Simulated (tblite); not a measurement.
Species: 2,4-dimethylpentan-3-amine, C7H17N.
Structure used (GFN2-xTB), in Å, numbered top down from 1:
```
atom  x, y, z in Å
C1     1.574   -0.227   -1.334
C2     1.119    0.594   -0.127
C3     2.317    0.883    0.780
C4    -0.019   -0.089    0.677
N5     0.350   -1.372    1.258
C6    -1.319   -0.292   -0.127
C7    -1.820    0.992   -0.783
C8    -2.400   -0.844    0.803
H9     2.368    0.297   -1.862
H10    0.755   -0.391   -2.029
H11    1.964   -1.195   -1.022
H12    0.739    1.555   -0.483
H13    2.804   -0.039    1.094
H14    3.054    1.484    0.251
H15    2.005    1.429    1.668
H16   -0.253    0.571    1.523
H17    1.149   -1.269    1.871
H18    0.595   -2.029    0.525
H19   -1.130   -1.038   -0.906
H20   -2.808    0.824   -1.208
H21   -1.899    1.789   -0.046
H22   -1.163    1.322   -1.583
H23   -2.673   -0.097    1.544
H24   -2.031   -1.725    1.320
H25   -3.290   -1.110    0.236
```

Calculated harmonic vibrations of the isolated species, GFN2-xTB (tblite), most abundant isotopes, no scaling. Errors from tens to a few hundred cm⁻¹ against measured bands are possible. One conformer, not necessarily the lowest.

Harmonic wavenumbers (cm⁻¹): 60.2, 76.6, 183.0, 196.2, 214.9, 221.6, 228.0, 270.5, 290.6, 317.8, 325.5, 387.3, 424.1, 442.9, 476.4, 604.8, 811.8, 884.1, 939.9, 947.6, 952.7, 959.5, 983.3, 986.2, 1017.3, 1048.9, 1055.7, 1117.5, 1145.4, 1176.5, 1183.5, 1190.4, 1216.6, 1278.1, 1309.5, 1318.1, 1319.7, 1343.8, 1363.2, 1401.7, 1409.2, 1418.9, 1423.0, 1493.2, 1496.9, 1499.5, 1507.1, 1508.5, 1510.0, 1515.5, 1516.1, 1561.4, 2897.0, 2931.2, 2955.6, 3011.8, 3016.7, 3023.1, 3024.6, 3028.3, 3029.0, 3029.9, 3034.0, 3035.5, 3042.6, 3046.2, 3062.3, 3395.7, 3432.3.

A = 2819, B = 1359, C = 1149 MHz; mass 115.136 u (most abundant isotopes); point group C1, symmetry number 1.

Task: Zero-point energy?

Result: ½Σν̃ = 50763 cm⁻¹ = 607.27 kJ/mol.

Task: Entropy at 500 K, 1 bar (ideal gas, RRHO, classical rotation)?

Result: Translation 178.79, rotation 126.45, vibration 224.01: S = 529.3 J/(mol K).

Task: And Cp and H(500 K) − H(0)?

Result: Cp = 275.22 J/(mol K), of which vibrations give 241.97 (their classical limit is 69 R = 573.7); H(500 K) − H(0) = 76.81 kJ/mol without the zero-point energy, 60.18 from vibrations.

Task: What must be added to the electronic energy to get the Gibbs energy at 500 K and 1 bar?

Result: ZPE + [H(500 K) − H(0)] − T·S = 607.27 + 76.81 − 264.63 = 419.45 kJ/mol.

Task: Blend soft modes into free rotors: weight 1/[1 + (100 cm⁻¹/ν̃)⁴] for the oscillator and the rest for a rotor with moment μB/(μ + B), μ = h/(8π²ν), B = 10⁻⁴⁴ kg m². What vibrational entropy results?

Result: 213.38 J/(mol K) in place of 224.01, which changes −T·S at 500 K by +5.32 kJ/mol.

Task: Which modes carry the vibrational entropy at 500 K?

Result: 60.2 cm⁻¹: 22.90; 76.6 cm⁻¹: 20.90; 183.0 cm⁻¹: 13.74; 196.2 cm⁻¹: 13.18; 214.9 cm⁻¹: 12.44; 221.6 cm⁻¹: 12.19 J/(mol K); the other 63 give 128.65 together.

Hindered rotation and anharmonicity are outside this model. Other conformers, if any are populated, would add a mixing term that is left out. The structure is chiral; the term R ln 2 for an equal mix with its mirror image is left out.
